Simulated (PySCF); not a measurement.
Simulation results for CH4OSi

Computed with PySCF 2.14.0. Calculation on a computer-drawn molecule: the log of a Hartree-Fock and frozen-core CCSD(T) single point meant for a local Hartree-Fock minimum, with one planted fault or none, to be diagnosed. Offsets are logged minus clean, where the clean run is the same molecule without the fault. The reference is restricted for singlets and unrestricted otherwise, and also for a bond in bohr or an excited solution. Adding or removing an electron swaps singlet and doublet. The excited solution moves the top pair (singlet) or top alpha electron (doublet) to the lowest empty orbital. Highest occupied and lowest empty are orbital energies over both spins, largest force is the largest gradient component, triples share is (T) over the correlation energy, the T1 limit is 0.02 restricted and 0.045 unrestricted, electrons count all cores, a negative frequency is imaginary (commonest isotopes), and the dipole is about the centre of nuclear charge.

### CH4OSi

Logged structure:
```xyz
7
CH4OSi
C     -1.4975    -0.6054     0.1420
Si    -2.4196     0.9541     0.7581
O     -1.6955     1.1648     2.2326
H     -0.4127    -0.4355     0.1197
H     -1.6804    -1.4489     0.8218
H     -1.8144    -0.9066    -0.8600
H     -1.0178     0.5753     2.5342
```

```
meant charge                      : 0
meant multiplicity                : 1
meant basis                       : cc-pV(D+d)Z
logged electrons                  : 31
logged basis functions            : 71
logged SCF converged              : yes
logged spin squared               : 0.771
logged highest occupied           : -17.87 eV
logged lowest empty               : -6.7291 eV
logged largest force              : 0.056905 hartree/bohr
logged T1 diagnostic              : 0.020291
logged D1 diagnostic              : 0.063249
logged triples share              : 0.027638
logged CC converged               : yes
logged dipole magnitude           : 2.2763 debye
logged SCF stable within its kind : yes
logged energy HF                  : -403.72097 hartree
logged energy CCSD(T)             : -404.15691 hartree
possible faults                   : no fault, one electron removed, one electron added, multiplicity raised by two, geometry at a saddle point, SCF held on an excited solution, minimal basis STO-3G, one bond length entered in bohr, all coordinates scaled
planted fault                     : ?
```

Drawn bonds:
```
atom  other atom  order
   1           2      1
   2           3      1
   1           4      1
   1           5      1
   1           6      1
   3           7      1
```

Q: Give the missing planted fault for CH4OSi.
A: one electron removed

Further results for CH4OSi:

```
HF energy offset from clean run      : 177.1 kcal/mol
CCSD(T) energy offset from clean run : 195.4 kcal/mol
```
